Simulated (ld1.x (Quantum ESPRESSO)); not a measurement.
**What one change does to a pseudopotential (Mn, TM)**

| Item | Value |
| --- | --- |
| Element | Mn |
| Generator | ld1.x (Quantum ESPRESSO) 7.5 |
| Type | norm-conserving Troullier–Martins (Kleinman–Bylander form) |
| Functional | PBE |
| Relativity | scalar-relativistic |
| Frozen core | [Ne] |
| Valence charge | 15 |
| Reference configuration | 3s2 3p6 3d5 4s2 4p0 |
| Partial waves | 3p (bound): rc 1.25 bohr; 3d (bound): rc 1.00 bohr; 3s (bound): rc 0.95 bohr |
| Local potential | the s channel |
| Core correction | none |

Occupied shells without a wave of their own: 4s. They enter only through the test configuration that unscreens the potential.

Change: all radii scaled by about 0.86 (s 0.82, p 1.08, d 0.86 bohr).

Cutoffs: the cutoffs (Ry, on a coarse ladder) from which the occupation-weighted sum of valence levels, in a spherical-Bessel basis at the reference potential, stays within 10 and 1 mRy of its value at 400 Ry; they do not see the model core or the augmentation charge, which bear on the density cutoff. Errors are all-electron minus pseudo energies relative to the spin-unpolarised reference configuration.

Question: Predict the effect on cutoff, ghosts and configuration errors.

Answer: Of the 7 tests that both files solve, the error grows in 0 and shrinks in 7 by more than 15 % and 0.3 meV (median size 177.9 → 85.2 meV); neither file shows a bound ghost. Less of the atom is replaced, so other configurations are described better.

| quantity | base | changed |
| --- | --- | --- |
| cutoff, loose | 180 Ry | 230 Ry |
| cutoff, tight | 300 Ry | over 300 Ry |
| loose cutoff by channel (10 mRy a level) | p 50 Ry, d 160 Ry, s 140 Ry | p 50 Ry, d 200 Ry, s 160 Ry |
| bound ghosts | none | none |
| largest miss of a reference level, eV | 0.09 | 0.04 |
| error for 3s2 3p6 3d5 4s1 4p0, meV [ΔE 8.42 eV] | -120 | -57 |
| error for 3s2 3p6 3d5 4s0 4p0, meV [ΔE 24.01 eV] | -310 | -147 |
| error for 3s2 3p6 3d4 4s0 4p0, meV [ΔE 56.53 eV] | -475 | -225 |
| error for 3s2 3p6 3d6 4s0 4p0, meV [ΔE 6.81 eV] | -178 | -85 |
| error for 3s2 3p6 3d4 4s2 4p0, meV [ΔE 13.19 eV] | +13 | +7.3 |
| error for 3s2 3p6 3d3 4s0 4p0, meV [ΔE 107.30 eV] | -633 | -302 |
| error for 3s2 3p6 3d5.5 4s1.5 4p0, meV [ΔE -0.48 eV] | -37 | -18 |

Base: The 4s level has no wave, so the channel is fitted at the deeper level alone: the likely source of the large errors. Changed file: The 4s level has no wave, so the channel is fitted at the deeper level alone: the likely source of the large errors.
